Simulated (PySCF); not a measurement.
F₄Sn, charge +1, multiplicity 2. Atoms are numbered in the order given.

```xyz
5

F     -1.0141     0.0000     1.5475
Sn     0.0000     0.0000    -0.1871
F      0.0000     1.6702    -1.0278
F      1.0141     0.0000     1.5475
F      0.0000    -1.6702    -1.0278
```
Charge +1, spin multiplicity 2.

The structure is a stationary point at PBE0-D3(BJ)/def2-SVP. The spin state was assumed, not searched. The isomer is the one that the SMILES or the coordinates give; other isomers of the formula were not compared. The def2 effective core potentials stand for the cores of Sn; spin–orbit coupling is left out.

Method: TDA-CAM-B3LYP/def2-SVPD run with PySCF 2.14.0.

Vertical excitations. The molecule is in vacuum.

Computed lowest excited states:
```csv
state,energy (eV),λ (nm),f,main pairs
root 1,1.45,853,0.000,β HOMO−5→LUMO 95 %
root 2,2.24,553,0.000,"β HOMO−7→LUMO 64 %, β HOMO−3→LUMO 35 %"
root 3,2.38,522,0.000,"β HOMO−6→LUMO 55 %, β HOMO−9→LUMO 44 %"
root 4,3.20,387,0.020,"β HOMO−4→LUMO 50 %, β HOMO−8→LUMO 26 %, β HOMO−2→LUMO 10 %, β HOMO−10→LUMO 9 %"
root 5,4.25,292,0.084,"β HOMO−2→LUMO 59 %, β HOMO−4→LUMO 20 %"
root 6,4.50,276,0.000,β HOMO→LUMO 100 %
root 7,4.56,272,0.000,β HOMO−1→LUMO 96 %
root 8,4.98,249,0.000,"β HOMO−3→LUMO 65 %, β HOMO−7→LUMO 35 %"
root 9,5.10,243,0.000,"α HOMO→LUMO 55 %, β HOMO→LUMO+1 41 %"
root 10,5.12,242,0.018,"β HOMO−8→LUMO 49 %, β HOMO−2→LUMO 28 %, β HOMO−4→LUMO 10 %"
```
Unrestricted roots are not spin-pure.
